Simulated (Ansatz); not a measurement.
Input and output for Li₁₉⁻ (started as a model of: Li19 octahedron).

```yaml
crystal:
  periodic: [false, false, false]
  atoms:
    - {symbol: Li, position_ang: [-2.218563, -2.206730, 0.004521]}
    - {symbol: Li, position_ang: [-2.220781, 0.002128, -2.219072]}
    - {symbol: Li, position_ang: [-4.355792, 0.004029, 0.010762]}
    - {symbol: Li, position_ang: [-2.209088, 0.001233, 2.217952]}
    - {symbol: Li, position_ang: [-2.212656, 2.213559, -0.003083]}
    - {symbol: Li, position_ang: [-0.003450, -2.219342, -2.223329]}
    - {symbol: Li, position_ang: [-0.017670, -4.348943, 0.004154]}
    - {symbol: Li, position_ang: [-0.008795, -2.217531, 2.229349]}
    - {symbol: Li, position_ang: [2.209156, -2.228697, 0.004185]}
    - {symbol: Li, position_ang: [0.007982, 0.012389, -4.348970]}
    - {symbol: Li, position_ang: [0.006890, 2.209529, -2.204880]}
    - {symbol: Li, position_ang: [2.220501, -0.009274, -2.209883]}
    - {symbol: Li, position_ang: [0.000475, -0.016163, -0.007847]}
    - {symbol: Li, position_ang: [0.002340, 2.212475, 2.200263]}
    - {symbol: Li, position_ang: [2.205054, -0.010149, 2.211169]}
    - {symbol: Li, position_ang: [2.219266, 2.208640, -0.003604]}
    - {symbol: Li, position_ang: [0.004397, 0.018797, 4.360771]}
    - {symbol: Li, position_ang: [0.000421, 4.360535, -0.006162]}
    - {symbol: Li, position_ang: [4.353914, -0.018386, 0.011805]}
basis:
  gaussian: {orbitals: def2-SVPD}
total_charge: -1
hamiltonian: {xc: {name: wB97M-V}}
scf: {omitted_lower_state_checks: [starts]}
output: {forces: true}
```

```sh
$ ansatz run in.yaml --threads 4 --pin off --events-out ev --progress --plain --max-ram 8704MiB
```

Output, abridged:

```
Functional definition: wB97M-V
3168 factors; integrals over basis functions are off by at most 2.6e-5 eV
1404 factors; integrals over basis functions are off by at most 1.4e-5 eV
mean field evaluation 1: about -3874.5869 eV, gradient 2.6e1 eV
mean field evaluation 2: about -3871.6730 eV, gradient 3.1e1 eV
mean field evaluation 4: about -3879.5895 eV, gradient 5.3e-1 eV
mean field evaluation 8: about -3880.0968 eV, gradient 4.0e-1 eV
mean field evaluation 16: about -3880.0989 eV, gradient 2.5e-3 eV
mean field evaluation 32: about -3880.0989 eV, gradient 6.3e-5 eV
mean field -3880.09885862 eV, -142.5910030290 hartree, gradient 1.8e-6 eV, S^2 0.000000; 0 other end points of the search recorded, 0 dependent functions left out
reference -3880.09893032 eV, -142.5910056637 hartree; 29, 29 occupied and 199, 199 virtual orbitals, 3168 factors
Total energy: -3880.09893032 eV, -142.5910056637 hartree
Atom 0 at    -2.218563    -2.206730     0.004521 Å, force     0.007113     0.005606    -0.004239 eV/Å
Atom 1 at    -2.220781     0.002128    -2.219072 Å, force     0.005083    -0.002038     0.005423 eV/Å
Atom 2 at    -4.355792     0.004029     0.010762 Å, force     0.105045    -0.002026     0.003382 eV/Å
Atom 3 at    -2.209088     0.001233     2.217952 Å, force     0.005861     0.003275    -0.008710 eV/Å
Atom 4 at    -2.212656     2.213559    -0.003083 Å, force     0.010151    -0.008237     0.000722 eV/Å
Atom 5 at    -0.003450    -2.219342    -2.223329 Å, force    -0.001673     0.002585     0.006505 eV/Å
Atom 6 at    -0.017670    -4.348943     0.004154 Å, force    -0.003546     0.110456    -0.001474 eV/Å
Atom 7 at    -0.008795    -2.217531     2.229349 Å, force     0.002114     0.003791    -0.006149 eV/Å
Atom 8 at     2.209156    -2.228697     0.004185 Å, force    -0.006509     0.007987    -0.001126 eV/Å
Atom 9 at     0.007982     0.012389    -4.348970 Å, force     0.002098     0.006276     0.108150 eV/Å
Atom 10 at     0.006890     2.209529    -2.204880 Å, force    -0.002213    -0.010396     0.007774 eV/Å
Atom 11 at     2.220501    -0.009274    -2.209883 Å, force    -0.006618    -0.002396     0.005001 eV/Å
Atom 12 at     0.000475    -0.016163    -0.007847 Å, force     0.000017    -0.008476    -0.005145 eV/Å
Atom 13 at     0.002340     2.212475     2.200263 Å, force     0.001370    -0.011044    -0.007647 eV/Å
Atom 14 at     2.205054    -0.010149     2.211169 Å, force    -0.008099     0.002918    -0.009332 eV/Å
Atom 15 at     2.219266     2.208640    -0.003604 Å, force    -0.005156    -0.004987     0.004000 eV/Å
Atom 16 at     0.004397     0.018797     4.360771 Å, force     0.002611     0.007270    -0.102196 eV/Å
Atom 17 at     0.000421     4.360535    -0.006162 Å, force    -0.001750    -0.100543     0.000652 eV/Å
Atom 18 at     4.353914    -0.018386     0.011805 Å, force    -0.105900    -0.000019     0.004408 eV/Å
Dipole moment:     0.001141    -0.014858    -0.009656 e Å
Checks for a lower state left out: starts
```

It took 1.8 min on 4 threads of Intel Xeon 6975P-C on a shared host, peak host memory 2.1 GiB.

The restricted singlet is unstable towards broken spin symmetry at other levels; at RKS ωB97M-V/def2-SVPD this wasn't settled.

The dipole of an ion depends on the origin.
